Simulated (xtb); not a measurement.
C₃H₉In, charge +1, doublet, geometry from GFN2-xTB (such geometries of metal compounds can be far from the true shape) (a state made from the parent by changing its charge; the spin is typed, not shown lowest); xtb with GFN2-xTB.

Here is a job for xtb.
```
$ xtb mol.xyz --gfn 2 --chrg 1 --uhf 1 --grad --json

# file mol.xyz
13

In    -0.01459449     0.12307668    -0.08003243
C     -1.21332375    -1.90868512     0.19751126
H     -0.58880252    -2.67841394    -0.24526533
H     -2.12601746    -1.71911321    -0.35790670
H     -1.36965118    -2.03756831     1.26400781
C     -0.21507133     2.01031358    -1.29366667
H      0.68750489     2.11902042    -1.89540330
H     -0.32159150     2.84485438    -0.60032830
H     -1.09837796     1.90884052    -1.92477681
C      1.50549555    -0.75577286     1.52126054
H      2.31397170    -0.03254945     1.49570674
H      1.79109384    -1.74329790     1.17263736
H      0.96439733    -0.76766314     2.46228666
```

The log (banner, timings and long lists left out):

```
   ID    Z sym.   atoms
    1   49 In     1
    2    6 C      2, 6, 10
    3    1 H      3-5, 7-9, 11-13

           -------------------------------------------------
          |                Calculation Setup                |
           -------------------------------------------------

           -------------------------------------------------
          |                 G F N 2 - x T B                 |
           -------------------------------------------------

          ...................................................
          :                      SETUP                      :
          :.................................................:
          :  # basis functions                  31          :
          :  # atomic orbitals                  30          :
          :  # shells                           18          :
          :  # electrons                        23          :
          :  max. iterations                   250          :
          :  Hamiltonian                  GFN2-xTB          :
          :  restarted?                      false          :
          :  GBSA solvation                  false          :
          :  PC potential                    false          :
          :  electronic temp.          300.0000000     K    :
          :  accuracy                    1.0000000          :
          :  -> integral cutoff          0.2500000E+02      :
          :  -> integral neglect         0.1000000E-07      :
          :  -> SCF convergence          0.1000000E-05 Eh   :
          :  -> wf. convergence          0.1000000E-03 e    :
          :  Broyden damping             0.4000000          :
          :  net charge                          1          :
          :  unpaired electrons                  1          :
          ...................................................

 iter      E             dE          RMSdq      gap      omega  full diag
   1    -11.8081109 -0.118081E+02  0.175E+01    2.37       0.0  T
   2    -11.8410550 -0.329441E-01  0.830E+00    2.97       1.0  T
   3    -11.7408526  0.100202E+00  0.480E+00    2.09       1.0  T
   4    -11.8460360 -0.105183E+00  0.351E+00    2.92       1.0  T
   5    -11.8538564 -0.782038E-02  0.721E-01    2.81       1.0  T
   6    -11.8522082  0.164819E-02  0.558E-01    2.82       1.0  T
   7    -11.8502387  0.196954E-02  0.540E-01    2.81       1.0  T
   8    -11.8539910 -0.375237E-02  0.708E-02    2.77       1.0  T
   9    -11.8540144 -0.233376E-04  0.456E-02    2.78       1.0  T
  10    -11.8540150 -0.655991E-06  0.975E-03    2.78       2.8  T
  11    -11.8540151 -0.337813E-07  0.122E-03    2.78      22.8  T
  12    -11.8540151 -0.262684E-08  0.534E-04    2.78      51.9  T
  13    -11.8540151 -0.580515E-09  0.201E-04    2.78     138.3  T

   *** convergence criteria satisfied after 13 iterations ***

         :::::::::::::::::::::::::::::::::::::::::::::::::::::
         ::                     SUMMARY                     ::
         :::::::::::::::::::::::::::::::::::::::::::::::::::::
         :: total energy             -11.692950383984 Eh    ::
         :: gradient norm              0.000069444131 Eh/a0 ::
         :: HOMO-LUMO gap              2.778702192875 eV    ::
         ::.................................................::
         :: SCC energy               -11.853993009875 Eh    ::
         :: -> isotropic ES            0.086175300782 Eh    ::
         :: -> anisotropic ES         -0.019337480223 Eh    ::
         :: -> anisotropic XC          0.010683374570 Eh    ::
         :: -> dispersion             -0.004590431462 Eh    ::
         :: repulsion energy           0.161042625891 Eh    ::
         :: add. restraining           0.000000000000 Eh    ::
         :: total charge               1.000000000000 e     ::
         :::::::::::::::::::::::::::::::::::::::::::::::::::::

           -------------------------------------------------
          |                Property Printout                |
           -------------------------------------------------

    * Orbital Energies and Occupations

         #    Occupation            Energy/Eh            Energy/eV
      -------------------------------------------------------------
         1        2.0000           -0.7616508             -20.7256
         2        2.0000           -0.7544395             -20.5293
         3        2.0000           -0.7461496             -20.3038
         4        2.0000           -0.7037032             -19.1487
         5        2.0000           -0.6548664             -17.8198
         6        2.0000           -0.6512469             -17.7213
         7        2.0000           -0.6453159             -17.5599
         8        2.0000           -0.6449112             -17.5489
         9        2.0000           -0.6351146             -17.2823
        10        2.0000           -0.6348682             -17.2756
        11        1.9998           -0.5652135             -15.3802
        12        1.0002           -0.5486661             -14.9300 (HOMO)
        13                         -0.4465507             -12.1513 (LUMO)
        14                         -0.3202143              -8.7135
        15                         -0.2415416              -6.5727
        16                         -0.1831547              -4.9839
        17                         -0.1772410              -4.8230
        18                         -0.1543801              -4.2009
        19                         -0.0535474              -1.4571
        20                         -0.0382218              -1.0401
        21                         -0.0254785              -0.6933
        22                          0.0412155               1.1215
        23                          0.0693781               1.8879
       ...                                ...                  ...
        30                          0.6129054              16.6780
      -------------------------------------------------------------
                  HL-Gap            0.1021154 Eh            2.7787 eV
             Fermi-level           -0.5272741 Eh          -14.3479 eV

     #   Z          covCN         q      C6AA      α(0)
     1  49 In       2.416     0.293   280.884    32.503
     2   6 C        3.562    -0.141    24.213     7.172
     3   1 H        0.925     0.128     1.547     1.945
     4   1 H        0.925     0.115     1.653     2.011
     5   1 H        0.925     0.134     1.504     1.918
     6   6 C        3.613    -0.157    24.111     7.088
     7   1 H        0.925     0.130     1.537     1.939
     8   1 H        0.925     0.130     1.538     1.939
     9   1 H        0.925     0.132     1.522     1.929
    10   6 C        3.562    -0.141    24.218     7.174
    11   1 H        0.925     0.115     1.652     2.010
    12   1 H        0.925     0.134     1.506     1.919
    13   1 H        0.925     0.128     1.548     1.945

 Mol. C6AA /au·bohr⁶  :       1803.732116
 Mol. C8AA /au·bohr⁸  :     102520.414598
 Mol. α(0) /au        :         71.492018

Wiberg/Mayer (AO) data.
largest (>0.10) Wiberg bond orders for each atom

 ---------------------------------------------------------------------------
     #   Z sym  total        # sym  WBO       # sym  WBO       # sym  WBO
 ---------------------------------------------------------------------------
     1  49 In   2.391 --     6 C    0.813     2 C    0.569    10 C    0.567
     2   6 C    3.783 --     4 H    0.940     3 H    0.933     5 H    0.931
                             1 In   0.569     6 C    0.204    10 C    0.190
     3   1 H    0.983 --     2 C    0.933
     4   1 H    0.987 --     2 C    0.940
     5   1 H    0.981 --     2 C    0.931
     6   6 C    3.982 --     8 H    0.918     7 H    0.918     9 H    0.917
                             1 In   0.813     2 C    0.204    10 C    0.202
     7   1 H    0.983 --     6 C    0.918
     8   1 H    0.983 --     6 C    0.918
     9   1 H    0.982 --     6 C    0.917
    10   6 C    3.779 --    11 H    0.940    13 H    0.933    12 H    0.931
                             1 In   0.567     6 C    0.202     2 C    0.190
    11   1 H    0.987 --    10 C    0.940
    12   1 H    0.982 --    10 C    0.931
    13   1 H    0.983 --    10 C    0.933
 ---------------------------------------------------------------------------

Topologies differ in total number of bonds
Writing topology from bond orders to xtbtopo.mol

molecular dipole:
                 x           y           z       tot (Debye)
 q only:        0.033      -0.298       0.191
   full:        0.031      -0.280       0.180       0.850
molecular quadrupole (traceless):
                xx          xy          yy          xz          yz          zz
 q only:       -3.019       0.914       5.052       3.538      -7.060      -2.033
  q+dip:       -3.163       0.994       5.314       3.748      -7.409      -2.150
   full:       -1.261       0.805       2.521       2.286      -3.660      -1.260

           -------------------------------------------------
          | TOTAL ENERGY              -11.692950383984 Eh   |
          | GRADIENT NORM               0.000069444131 Eh/α |
          | HOMO-LUMO GAP               2.778702192875 eV   |
           -------------------------------------------------

normal termination of xtb
```
